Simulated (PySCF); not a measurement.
F⁺ (fluorine, charge +1) across methods

[He] 2s2 2p3 3s1, 3s spin antiparallel (an excited configuration). Computed with PySCF 2.14 in aug-cc-pVQZ-DK, with the spin-free X2C one-electron Hamiltonian (Gaussian nucleus).

| method | E (hartree) | mean ε 2s β (eV) | mean ε 2p α (eV) | mean ε 3s β (eV) | Σ⟨r²⟩ (bohr²) | ⟨S²⟩ |
| --- | --- | --- | --- | --- | --- | --- |
| MN15 | -98.3023 | -57.774 | -45.623 | -10.332 | 16.29 | 3.001 |
| CAM-B3LYP | -98.3514 | -58.214 | -46.536 | -11.531 | 16.42 | 3.001 |
| UHF | -98.14197 | -61.886 | -54.254 | -12.046 | 16.72 | 3.002 |
| BHandHLYP | -98.3699 | -59.019 | -48.232 | -11.066 | 16.46 | 3.001 |
| LDA | -97.7069 | -53.892 | -42.011 | -9.814 | 16.49 | 3.001 |
| PBE | -98.2756 | -54.061 | -41.986 | -9.897 | 16.63 | 3.001 |
| HSE06 | -98.3004 | -56.062 | -44.793 | -10.161 | 16.64 | 3.001 |
| PBE0 | -98.2928 | -56.480 | -45.232 | -10.554 | 16.64 | 3.001 |
| r2SCAN | -98.3400 | -54.217 | -43.326 | -9.951 | 16.69 | 3.001 |

The outer electron is Rydberg-like, and this basis confines it to a smaller radius and binds it less than a complete one would. With the s spin flipped the determinant is a mixture of two multiplicities, not a spectroscopic state.
